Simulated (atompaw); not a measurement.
**Pseudopotential generation for Cl (Z = 17): PAW (atompaw), PBE, scalar-relativistic.**

atompaw 4.2.0.5 input, output lines left out:

```
Cl 17
GGA-PBE scalarrelativistic loggrid 1500 logderivrange -4 5 226
3 3 0 0 0 0
3 0 1
0 0 0
c
c
v
c
v
1
1.40 1.00 1.20 0.80
y
1.6
n
y
0.25
n
custom polynom2 7 10 vanderbiltortho sinc
2 0 troulliermartins
1.40
1.40
1.40
1.00
```

All-electron outer shells of the reference configuration (PBE, scalar-relativistic, ld1.x):

```json
{"shell": "2s", "level (eV)": "-254.06", "outermost node (bohr)": "0.12", "outermost maximum (bohr)": "0.36"}
{"shell": "2p", "level (eV)": "-192.98", "outermost node (bohr)": "–", "outermost maximum (bohr)": "0.30"}
{"shell": "3s", "level (eV)": "-21.35", "outermost node (bohr)": "0.55", "outermost maximum (bohr)": "1.27"}
{"shell": "3p", "level (eV)": "-9.14", "outermost node (bohr)": "0.53", "outermost maximum (bohr)": "1.43"}
```

Q: Does this generation succeed?

A: No. atompaw 4.2.0.5 stopped with "atompaw: The overlap operator has at least one negative eigenvalue!": the overlap operator built from these waves and projectors is not positive definite.
